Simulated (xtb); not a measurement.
Input for xtb: GFN2-xTB on hydrogen selenide (SMILES [SeH2]), a point of a bond scan (R = 3.382 Å).

```
$ xtb mol.xyz --gfn 2 --sp --chrg 0 --uhf 0
3

Se     0.00006887     0.05705775     0.00248776
H     -2.42086120    -2.30262520    -0.09108516
H      1.05016787    -0.97107215    -0.04638768
```

It printed:

```
[...]
           -------------------------------------------------
          |                Calculation Setup                |
           -------------------------------------------------



molecular fragmentation (1/2 indicates fragments):
121
# atoms in fragment 1/2:     2     1
 fragment masses (1/2) :       79.97        1.01
CMA distance (Bohr)    :   6.392
constraining FC (au)   :  0.0500

           -------------------------------------------------
          |                 G F N 2 - x T B                 |
           -------------------------------------------------

        Reference                      10.1021/acs.jctc.8b01176
      * Hamiltonian:
        H0-scaling (s, p, d)           1.850000    2.230000    2.230000
        zeta-weighting                 0.500000
      * Dispersion:
        s8                             2.700000
        a1                             0.520000
        a2                             5.000000
        s9                             5.000000
      * Repulsion:
        kExp                           1.500000    1.000000
        rExp                           1.000000
      * Coulomb:
        alpha                          2.000000
        third order                    shell-resolved
        anisotropic                    true
        a3                             3.000000
        a5                             4.000000
        cn-shift                       1.200000
        cn-exp                         4.000000
        max-rad                        5.000000


          ...................................................
          :                      SETUP                      :
          :.................................................:
          :  # basis functions                  12          :
          :  # atomic orbitals                  11          :
          :  # shells                            5          :
          :  # electrons                         8          :
          :  max. iterations                   250          :
          :  Hamiltonian                  GFN2-xTB          :
          :  restarted?                      false          :
          :  GBSA solvation                  false          :
          :  PC potential                    false          :
          :  electronic temp.          300.0000000     K    :
          :  accuracy                    1.0000000          :
          :  -> integral cutoff          0.2500000E+02      :
          :  -> integral neglect         0.1000000E-07      :
          :  -> SCF convergence          0.1000000E-05 Eh   :
          :  -> wf. convergence          0.1000000E-03 e    :
          :  Broyden damping             0.4000000          :
          :  net charge                          0          :
          :  unpaired electrons                  0          :
          ...................................................

 iter      E             dE          RMSdq      gap      omega  full diag
   1     -3.9460701 -0.394607E+01  0.824E+00    0.05       0.0  T
   2     -3.8556267  0.904434E-01  0.125E+01    2.88       1.0  T
   3     -3.8725073 -0.168806E-01  0.103E+01    0.98       1.0  T
   4     -3.8830454 -0.105381E-01  0.170E+01    0.04       1.0  T
   5     -3.8679980  0.150473E-01  0.105E+01    1.16       1.0  T
   6     -3.8778006 -0.980262E-02  0.102E+01    0.88       1.0  T
   7     -3.9001705 -0.223699E-01  0.114E+01    0.60       1.0  T
   8     -4.0018682 -0.101698E+00  0.185E+01    0.23       1.0  T
   9     -4.0568693 -0.550010E-01  0.930E+00    0.21       1.0  T
  10     -3.9422407  0.114629E+00  0.810E+00    0.41       1.0  T
  11     -4.0569509 -0.114710E+00  0.720E+00    0.18       1.0  T
  12     -4.0484540  0.849694E-02  0.573E+00    0.18       1.0  T
  13     -4.0578004 -0.934645E-02  0.403E+00    0.12       1.0  T
  14     -4.0559703  0.183017E-02  0.270E+00    0.13       1.0  T
  15     -4.0557710  0.199266E-03  0.125E+00    0.08       1.0  T
  16     -4.0583517 -0.258073E-02  0.753E-01    0.10       1.0  T
  17     -4.0575923  0.759422E-03  0.668E-01    0.09       1.0  T
  18     -4.0583992 -0.806904E-03  0.233E-01    0.09       1.0  T
  19     -4.0584278 -0.285833E-04  0.545E-02    0.09       1.1  T
  20     -4.0584300 -0.216750E-05  0.358E-02    0.09       1.6  T
  21     -4.0584317 -0.171585E-05  0.602E-02    0.09       1.0  T
  22     -4.0584306  0.111388E-05  0.462E-02    0.09       1.2  T
  23     -4.0584307 -0.109081E-06  0.319E-02    0.09       1.8  T
  24     -4.0584320 -0.132559E-05  0.619E-03    0.09       9.3  T
  25     -4.0584321 -0.794241E-07  0.647E-04    0.09      89.3  T
  26     -4.0584321  0.195189E-08  0.115E-03    0.09      50.4  T
  27     -4.0584321 -0.222535E-08  0.532E-04    0.09     108.5  T

   *** convergence criteria satisfied after 27 iterations ***

         #    Occupation            Energy/Eh            Energy/eV
      -------------------------------------------------------------
         1        2.0000           -0.7534466             -20.5023
         2        2.0000           -0.4813842             -13.0991
         3        1.9998           -0.3996922             -10.8762
         4        1.7227           -0.3926363             -10.6842 (HOMO)
         5        0.2775           -0.3891667             -10.5898 (LUMO)
         6                         -0.1940891              -5.2814
         7                         -0.0186221              -0.5067
         8                         -0.0134309              -0.3655
         9                         -0.0069198              -0.1883
       ...                                ...                  ...
        11                          0.6195931              16.8600
      -------------------------------------------------------------
                  HL-Gap            0.0034696 Eh            0.0944 eV
             Fermi-level           -0.3909011 Eh          -10.6370 eV

 SCC (total)                   0 d,  0 h,  0 min,  0.003 sec
 SCC setup                      ...        0 min,  0.000 sec (  6.909%)
 Dispersion                     ...        0 min,  0.000 sec (  1.172%)
 classical contributions        ...        0 min,  0.000 sec (  0.753%)
 integral evaluation            ...        0 min,  0.000 sec (  9.384%)
 iterations                     ...        0 min,  0.002 sec ( 69.906%)
 molecular gradient             ...        0 min,  0.000 sec (  8.983%)
 printout                       ...        0 min,  0.000 sec (  2.379%)

         :::::::::::::::::::::::::::::::::::::::::::::::::::::
         ::                     SUMMARY                     ::
         :::::::::::::::::::::::::::::::::::::::::::::::::::::
         :: total energy              -4.053207331790 Eh    ::
         :: gradient norm              0.018648923015 Eh/a0 ::
         :: HOMO-LUMO gap              0.094411512436 eV    ::
         ::.................................................::
         :: SCC energy                -4.058432042849 Eh    ::
         :: -> isotropic ES            0.001842611218 Eh    ::
         :: -> anisotropic ES          0.000303806050 Eh    ::
         :: -> anisotropic XC          0.000698796184 Eh    ::
         :: -> dispersion             -0.000536840630 Eh    ::
         :: repulsion energy           0.005224711060 Eh    ::
         :: add. restraining           0.000000000000 Eh    ::
         :: total charge               0.000000000014 e     ::
         :::::::::::::::::::::::::::::::::::::::::::::::::::::

           -------------------------------------------------
          |                Property Printout                |
           -------------------------------------------------

    * Orbital Energies and Occupations

         #    Occupation            Energy/Eh            Energy/eV
      -------------------------------------------------------------
Note: The following floating-point exceptions are signalling: IEEE_DENORMAL
normal termination of xtb
         1        2.0000           -0.7534466             -20.5023
         2        2.0000           -0.4813842             -13.0991
         3        1.9998           -0.3996922             -10.8762
         4        1.7227           -0.3926363             -10.6842 (HOMO)
         5        0.2775           -0.3891667             -10.5898 (LUMO)
         6                         -0.1940891              -5.2814
         7                         -0.0186221              -0.5067
         8                         -0.0134309              -0.3655
         9                         -0.0069198              -0.1883
        10                          0.0065281               0.1776
        11                          0.6195931              16.8600
      -------------------------------------------------------------
                  HL-Gap            0.0034696 Eh            0.0944 eV
             Fermi-level           -0.3909011 Eh          -10.6370 eV

     #   Z          covCN         q      C6AA      α(0)
     1  34 Se       0.922    -0.155   231.745    26.679
     2   1 H        0.000     0.010     7.189     4.903
     3   1 H        0.922     0.145     1.427     1.868

 Mol. C6AA /au·bohr⁶  :        364.361075
 Mol. C8AA /au·bohr⁸  :      20120.813439
 Mol. α(0) /au        :         33.449462


Wiberg/Mayer (AO) data.
largest (>0.10) Wiberg bond orders for each atom

 ---------------------------------------------------------------------------
     #   Z sym  total        # sym  WBO       # sym  WBO       # sym  WBO
 ---------------------------------------------------------------------------
     1  34 Se   1.706 --     3 H    0.979     2 H    0.728
     2   1 H    0.728 --     1 Se   0.728
     3   1 H    0.979 --     1 Se   0.979
 ---------------------------------------------------------------------------

Topologies differ in total number of bonds
Writing topology from bond orders to xtbtopo.mol

molecular dipole:
                 x           y           z       tot (Debye)
 q only:        0.240      -0.328      -0.015
   full:        0.373      -0.223      -0.011       1.105
molecular quadrupole (traceless):
                xx          xy          yy          xz          yz          zz
 q only:        0.446      -0.483       0.288      -0.026       0.046      -0.733
  q+dip:        0.799      -0.166       0.617      -0.016       0.089      -1.416
   full:        1.011      -0.466       0.772      -0.031       0.113      -1.783


           -------------------------------------------------
          | TOTAL ENERGY               -4.053207331790 Eh   |
          | GRADIENT NORM               0.018648923015 Eh/α |
          | HOMO-LUMO GAP               0.094411512436 eV   |
           -------------------------------------------------

------------------------------------------------------------------------
------------------------------------------------------------------------
 total:
 SCF:
```

The run finished.

Cost: about 0.05 core-seconds (a rough figure).
